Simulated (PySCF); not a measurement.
Bonds broken one at a time in the series Ga NH2-H. Gas-phase values, no solvent. One relaxed conformer stands for each flexible species; it need not be the lowest. Strings in code marks are SMILES.

Level of theory: r2SCAN-D4/def2-TZVP (PySCF). 

```csv
species,LUMO (eV),HOMO–LUMO gap (eV)
whole molecule (`[NH2][Ga]([NH2])[NH2]`),-0.18,5.47
whole molecule (`[GaH]([NH2])[NH2]`),-0.14,5.47
radical fragment (`[NH2][GaH]`),–,–
whole molecule (`[NH2][GaH2]`),[?],5.15
radical fragment (`[GaH2]`),–,–
whole molecule (`[GaH3]`),-2.30,[?]
```

Question: Some entries are withheld; supply them.

Answer: 
- whole molecule (`[NH2][GaH2]`), LUMO (eV): -1.18
- whole molecule (`[GaH3]`), HOMO–LUMO gap (eV): 5.38
